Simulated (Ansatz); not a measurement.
AlBrCl, SMILES `[Cl][Al][Br]` radical. Charge 0, multiplicity 2.

```xyz
3

Cl   -1.308    1.322    0.317
Al    0.237   -0.051    0.701
Br    1.071   -1.271   -1.017
```

Q: What are the harmonic wavenumbers in cm⁻¹ at PBE0-D4/def2-TZVP (Ansatz, finite differences of forces, unscaled)? (Estimate.)

A: Ansatz gave: 121, 380, 540.

Q: Is this a minimum?

A: Yes, all 3 modes are real.

Q: Give the ideal-gas thermochemistry at 298.15 K and 1 bar (rigid rotor, harmonic oscillator; point group Cs, symmetry number 1).

A: Zero-point energy 6.2 kJ/mol; H(298) − E = 19.3 kJ/mol; entropy 307.4 J/(mol·K), of which translation 170.7, rotation 111.3, vibration 19.6, electronic 5.8; G(298) − E = -72.3 kJ/mol.

Q: And at 400, 500, 600, 800 and 1000 K?

A: 
```csv
T (K),H − E (kJ/mol),S (J/mol/K),G − E (kJ/mol)
400,24.8,323.2,-104.5
500,30.4,335.5,-137.4
600,36.0,345.8,-171.5
800,47.4,362.2,-242.4
1000,58.8,375.0,-316.1
```
